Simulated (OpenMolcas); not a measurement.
Levels of Pd5+ by method

```json
{
 "Program": "OpenMolcas 26.06",
 "Basis": "ANO-RCC-VQZP [8s7p5d3f2g1h]",
 "Scalar Hamiltonian": "DKH2, point nucleus",
 "Active space": "5 electrons in 5 orbitals (4d)",
 "State averaging": "2S+1 = 6 even, 1 root; 2S+1 = 4 even, 24 roots; 2S+1 = 2 even, 75 roots",
 "Spin-orbit coupling": "RASSI with atomic mean-field integrals over the reference wave functions, term energies averaged over their components"
}
```

Methods on the same reference wave functions:
A. CASSCF
B. SS-CASPT2, IPEA 0.25 Eh, imaginary shift 0.1 Eh (closed shells correlated: 4s 4p)
C. MS-CASPT2, IPEA 0.25 Eh, imaginary shift 0.1 Eh (closed shells correlated: 4s 4p)

Energies in cm-1 above 4d5 6S 5/2.

| Level | A | B | C |
| --- | --- | --- | --- |
| 4d5 6S 5/2 | 0.0 | 0.0 | 0.0 |
| 4d5 4G 5/2 | 32958 | 28670 | 28670 |
| 4d5 4G 7/2 | 33410 | 29210 | 29210 |
| 4d5 4G 11/2 | 33533 | 29380 | 29380 |
| 4d5 4G 9/2 | 33671 | 29520 | 29520 |
| 4d5 4P 5/2 [50 %] | 36784 | 31370 | 31370 |
| 4d5 4P 3/2 [55 %] | 37585 | 32160 | 32160 |
| 4d5 4P 1/2 [66 %] | 38658 | 33380 | 33380 |
| 4d5 4D 7/2 | 40980 | 34860 | 34860 |
| 4d5 4D 1/2 [67 %] | 42294 | 36470 | 36470 |
| 4d5 4D 5/2 [55 %] | 42940 | 37160 | 37160 |
| 4d5 4D 3/2 [54 %] | 43053 | 37360 | 37360 |
| 4d5 2I 11/2 | 47608 | 42680 | 42680 |
| 4d5 2I 13/2 | 48526 | 43690 | 43690 |
| 4d5 2D 3/2(1) [54 %] | 53487 | 46420 | 46420 |
| 4d5 4F 7/2 [54 %] | 54723 | 47450 | 47450 |
| 4d5 4F 9/2 [71 %] | 54783 | 47490 | 47490 |
| 4d5 4F 5/2 | 56011 | 48810 | 48810 |
| 4d5 2F 7/2(1) [59 %] | 57215 | 50440 | 50440 |
| 4d5 4F 3/2 [54 %] | 58026 | 50920 | 50920 |
| 4d5 2H 11/2 | 60964 | 54940 | 54940 |
| 4d5 2G 7/2(1) | 61061 | 53380 | 53380 |
| 4d5 2F 5/2(2) [58 %] | 65291 | 56800 | 56800 |
| 4d5 2F 7/2(2) | 65428 | 56620 | 56620 |

Between B and C no level of the table moves by more than 5 cm-1.

From A to B the spin-free energies of the other terms of 4d5 shown, above 6S, scale by factors of 0.85 to 0.90, as is usual when dynamic correlation screens the repulsion within a d or f shell.

The lowest spin-free term lies below A's lowest term by 0.414 hartree in B, 0.414 hartree in C.

CASPT2 breaks the degeneracy within a term, and the mean is taken; among the terms shown or strongly mixed into the levels shown the widest spread is 730 cm-1 (4d5 4F, C). Without dynamic correlation excited terms often stand tens of per cent too high (terms of higher spin than the ground term too low), and those without a measured partner can miss by more than the paired ones (holds for A). Blocks of more than 70 roots (2S+1 = 2 even) ran without multistate coupling (holds for C). The CASPT2 spread within a term exceeds the gap to the next term for 4d5 2D(1) and 4d5 4F, so the order of their levels is uncertain, and so are names and mixing where such terms share a J (holds for C). Only configurations of the active space appear. The table leaves out levels that lie high or whose names do not pair safely across all columns.

A share in square brackets marks a mixed level and gives the weight of the term that names it, the lowest over the columns. A number in round brackets counts repeated terms of one configuration in the order of the reference energies.
